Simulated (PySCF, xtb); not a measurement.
C4H7BFN. Atoms are numbered in the order given.

```xyz
14

C     -1.8307    -0.6668     0.7787
B     -1.4496     0.4441    -0.2589
F     -2.4264     1.2514    -0.7028
C     -0.0234     0.6979    -0.8315
C      1.0180    -0.0347    -0.4754
C      1.9858    -0.8249    -0.0585
N      2.7606    -0.6809     1.1027
H     -2.3206    -0.2116     1.6577
H     -2.5794    -1.3479     0.3355
H     -0.9721    -1.2626     1.1189
H      0.1215     1.5114    -1.5609
H      2.1911    -1.7364    -0.6349
H      2.6871     0.2363     1.5345
H      3.7364    -0.9347     0.9704
```

Coordinates come from a B3LYP-D3(BJ)/def2-SVP optimisation. The structure was generated by enumeration; whether it is a known compound was not checked. The values are those of a single conformer.

These are IEF-PCM-M06-2X/def2-SVP in PySCF 2.14.0 values and carry that method's errors.

The values are the electrostatic part of the solvation free energy, E(continuum) − E(gas) at the gas-phase geometry, in a cavity of scaled van der Waals radii (PySCF's table); cavitation and dispersion terms are not included. In vacuum the orbital gap is 7.00 eV. The dipole moment in vacuum is 2.91 D.

```
solvent                ε  ΔG(elec) (kcal/mol)  dipole (D)  gap (eV)
-----------------  -----  -------------------  ----------  --------
water              78.36                 -5.8        3.61      6.94
dimethylsulfoxide  46.83                 -5.7        3.60      6.94
methanol           32.61                 -5.6        3.59      6.94
```

For comparison, GFN2-xTB/ALPB(water) (xtb, at the GFN2-xTB geometry, all terms of that model) gives -4.8 kcal/mol.
